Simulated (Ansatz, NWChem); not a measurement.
**How basis sets differ on IF (iodine monofluoride)**

IF has 2 atoms, charge 0, and is taken as a singlet. As SMILES, `FI`. Geometry: the measured bond length.

```xyz
2

F     0.0000    0.0000    0.0000
I     0.0000    0.0000    1.9098
```

Quantity: the atomisation enthalpy at 298 K, in kJ/mol. The values are calculated. The thermal term (zero-point and 298 K enthalpy, harmonic and unscaled) is that of wB97M-V/def2-TZVPD; the spin-orbit lowering of the free atoms at 298 K, 31.6 kJ/mol by their spectra, is taken off.

**Question.** The value from experiment is 281 kJ/mol (NIST-JANAF tables). From what is known of these methods, estimate their order from the nearest to it to the farthest.
A. TPSSh/def2-SVP (core potential) (NWChem)
B. TPSSh/def2-SVPD (core potential) (NWChem)
C. TPSSh/def2-QZVPD (core potential) (NWChem)
D. TPSSh/def2-TZVPD (core potential) (NWChem)

**Answer.** C (264 kJ/mol, -17), D (258 kJ/mol, -23), B (245 kJ/mol, -36), A (229 kJ/mol, -52).
